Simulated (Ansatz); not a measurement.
`CC(C)Br` at its PBE0-D4/def2-TZVP geometry, where that method's forces vanish. The species carries charge 0 and has multiplicity 1.

```xyz
11

C     1.2103   -0.1939    0.4159
C    -0.2287    0.2603    0.4300
C    -0.9233    0.1065   -0.9008
Br   -1.2152   -0.7591    1.7961
H     1.6788   -0.0741    1.3929
H     1.2839   -1.2433    0.1235
H     1.7699    0.4037   -0.3112
H    -0.3048    1.2872    0.7875
H    -0.4019    0.7093   -1.6516
H    -0.9083   -0.9348   -1.2291
H    -1.9606    0.4383   -0.8531
```

(1) What forces (eV/Å) does r2SCAN-D4/def2-TZVPP give on these atoms in Ansatz 0.2.0? (An estimate is asked.)

Answers

(1) The calculation gave: 
```
C1   0.121 -0.044  0.013
C2   0.103  0.212 -0.119
C3  -0.072 -0.017 -0.107
Br4 -0.150 -0.156  0.207
H5  -0.005 -0.004 -0.021
H6  -0.006  0.016  0.002
H7  -0.014 -0.004  0.006
H8  -0.001 -0.005  0.001
H9   0.000 -0.005  0.014
H10  0.004  0.015  0.008
H11  0.020 -0.007 -0.005
```
